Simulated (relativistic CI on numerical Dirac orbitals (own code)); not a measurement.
**Cubic crystal-field splitting of Lu4+ by operator equivalents**

Problem. Lu4+ (4f13) sits in a cubic field with the Wybourne parameters B⁴₀ = -2740 and B⁶₀ = -490 cm⁻¹. Find the levels of its ground J multiplet, neglecting the mixing with the other J.

Working.
1. One f hole has the ground level ²F7/2 with g_J = 8/7 and the Stevens factors β = −2/1155 and γ = 4/27027.
2. Stevens form: B₄ = β B⁴₀/8 = 0.5931 and B₆ = γ B⁶₀/16 = -0.00453 cm⁻¹, in H = B₄(O₄⁰ + 5O₄⁴) + B₆(O₆⁰ − 21O₆⁴).
3. For J = 7/2 the eigenvalues are E(Γ6) = 840B₄ − 25200B₆ = 612.4, E(Γ7) = −1080B₄ − 15120B₆ = -572.0 and E(Γ8) = 120B₄ + 20160B₆ = -20.2 cm⁻¹.
4. Order and energies above the lowest: Γ7 0.0, Γ8 551.8, Γ6 1184.4 cm⁻¹. A Γ7 ground doublet has the isotropic |g| = 3.429.

Check. Diagonalising spin-orbit coupling (free-ion gap 11539 cm⁻¹, from a Dirac-Coulomb-Breit calculation) and field together in all 14 states gives Γ7 0.0, Γ8 535.6, Γ6 1187.0 cm⁻¹, with |g| = 3.448. The other multiplet starts at 11594 cm⁻¹; the differences from the hand values come from J mixing and grow with the ratio of the field to that gap.
